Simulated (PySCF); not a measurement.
C5H8O2S.
SMILES: `CC#CCS(C)(=O)=O`

Theory: TDDFT PBE0/def2-SVPD, vertical, gas phase, core orbitals frozen in the response (PySCF). Geometry: GFN2-xTB, one conformer, isolated molecule. Torsions of this conformer, `[CH3:1][C:2]#[C:3][CH2:4][S:5]([CH3:6])(=[O:7])=[O:8]`: C3–C4–S5–C6 56°.

Each state is given a Gaussian of 0.4 eV full width at half maximum, with ε(max) = 2.175×10⁸ f / Δν̃ (Δν̃ the width in cm⁻¹). The width is an assumption, not a result. The curve ends short of the highest state used, and states not computed would add to its high-energy end.

| E (eV) | ε (L mol⁻¹ cm⁻¹) |
| --- | --- |
| 5.67 | 0 |
| 5.70 | 0 |
| 5.73 | 0 |
| 5.76 | 0 |
| 5.78 | 0 |
| 5.81 | 1 |
| 5.84 | 1 |
| 5.87 | 2 |
| 5.90 | 4 |
| 5.93 | 8 |
| 5.95 | 12 |
| 5.98 | 21 |
| 6.01 | 37 |
| 6.04 | 62 |
| 6.07 | 102 |
| 6.09 | 140 |
| 6.12 | 220 |
| 6.15 | 336 |
| 6.18 | 499 |
| 6.21 | 719 |
| 6.24 | 1005 |
| 6.26 | 1235 |
| 6.29 | 1642 |
| 6.32 | 2117 |
| 6.35 | 2647 |
| 6.38 | 3210 |
| 6.41 | 3777 |
| 6.43 | 4138 |
| 6.46 | 4628 |
| 6.49 | 5023 |
| 6.52 | 5290 |
| 6.55 | 5410 |
| 6.57 | 5403 |
| 6.60 | 5265 |
| 6.63 | 4989 |
| 6.66 | 4601 |
| 6.69 | 4135 |
| 6.72 | 3628 |
| 6.74 | 3284 |
| 6.77 | 2782 |
| 6.80 | 2318 |
| 6.83 | 1907 |
| 6.86 | 1557 |
| 6.88 | 1359 |

Q: Where are the band maxima, and which computed states make them?

A: 189 nm (6.56 eV), ε about 5400, made up of S2 (96%) (ε in L mol⁻¹ cm⁻¹; maxima over ε = 5, shares over 10%). The states used: S1 6.27 eV (f 0.0001); S2 6.55 eV (f 0.077); S3 6.74 eV (f 0.0039); S4 6.85 eV (f 0.0036); S5 7.05 eV (f 0.0036); S6 7.48 eV (f 0.029).

Q: On this curve, what absorbance would a 10⁻⁵ mol/L sample give at 193 nm over a 1 cm path?

A: 193 nm is 6.424 eV, where ε is about 4000 L mol⁻¹ cm⁻¹, so A = ε c l ≈ 0.04 (Beer–Lambert, with the gas-phase spectrum and the assumed width).

Q: Coming from long wavelengths, where does ε first pass 100 L mol⁻¹ cm⁻¹?

A: At about 204 nm (6.07 eV), 0.20 eV below S1.

Q: What would ε be at 6.56 eV, the highest of these maxima, with half the width (0.2 eV)?

A: About 10400 L mol⁻¹ cm⁻¹ against 5420, a factor of about 1.9; a lone state at its own centre would give exactly 2.

Time: 55 s wall (with the writing of density and orbital grids); peak memory 0.96 GiB. Hardware: one thread of an Arm Neoverse V2, no GPU, shared host.
